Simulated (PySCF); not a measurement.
Geometry (Å), atoms numbered from 1 in this order:
```xyz
20

C     2.3754    1.6352    0.5028
C     1.4976    1.0307   -0.2777
P     0.6182   -0.4257    0.3580
C     0.9772   -1.7784   -0.8245
O     0.9836   -0.7695    1.7333
N    -1.0104   -0.0445    0.1710
Si   -1.7976    0.2621    1.7067
Si   -1.7316    0.0043   -1.4100
H     2.5771    1.2344    1.4839
H     2.9183    2.5202    0.2081
H     1.2537    1.3941   -1.2651
H     0.3657   -2.6356   -0.5470
H     2.0268   -2.0394   -0.6958
H     0.7856   -1.5044   -1.8570
H    -1.0806    1.3308    2.3979
H    -3.1400    0.6947    1.3180
H    -1.8547   -0.9747    2.4790
H    -0.7726    0.5504   -2.3759
H    -2.8894    0.8810   -1.2946
H    -2.1075   -1.3552   -1.8143
```

Method: shielding tensors at PBE0/pcSseg-1 (GIAO), geometry: GFN2-xTB, in PySCF 2.14.0 with density-fitted response routines (non-relativistic, no solvent model, rapidly exchanging positions averaged, one conformer).

**Question.** Predict the 2D correlation tables (HSQC, COSY, HMBC).

**Answer.** 

HSQC (one-bond C–H):
```csv
δH,δC
6.80 (H9),140.8 (C1)
6.62 (H11),139.2 (C2)
6.49 (H10),140.8 (C1)
1.59 (H12/H13/H14),21.4 (C4)
```

COSY cross peaks (H two or three bonds apart, from the bond graph; peaks can be absent where the dihedral angle is near 90°):
```csv
δH,δH
6.80 (H9),6.62 (H11)
6.80 (H9),6.49 (H10)
6.62 (H11),6.49 (H10)
```

HMBC (two and three bonds, from the bond graph):
```csv
δH,δC
6.80 (H9),139.2 (C2)
6.62 (H11),"140.8 (C1), 21.4 (C4)"
6.49 (H10),139.2 (C2)
1.59 (H12/H13/H14),139.2 (C2)
```

References, each an isolated molecule treated in the same way: TMS for ¹H (σref 31.72) and ¹³C (σref 186.93).

Short H···H contacts in this conformer between protons four or more bonds apart (candidates for NOE cross peaks, intensity ∝ r⁻⁶): H11···H18 2.46 Å, H14···H18 2.63 Å.

Shifts are as computed. Against solution values, carbons near 30 ppm lie about +3 ppm off and those near 130 ppm about +5 ppm. Of 1211 compounds with measured shifts, 218 miss one by over three times the rms of a fit or turn the order of signals round; such compounds aren't used in these exercises.
